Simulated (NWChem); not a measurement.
# C2H6Zn; SMILES [CH3][Zn][CH3]

Program: NWChem. Pople sets run with spherical d functions. Geometry: optimised at PBE0/def2-SVP. Field at 589 nm.

| level | isotropic polarisability (bohr³) | anisotropy (bohr³) |
|---|---|---|
| B3LYP/6-31G* | ___ | ___ |
| B3LYP/def2-SVP | 45.4 | 28.6 |
| B3LYP/def2-SVPD | 55.3 | 31.5 |

Q: What belongs in the gaps?

A: 
- B3LYP/6-31G*, isotropic polarisability (bohr³): 46.8
- B3LYP/6-31G*, anisotropy (bohr³): 23.4
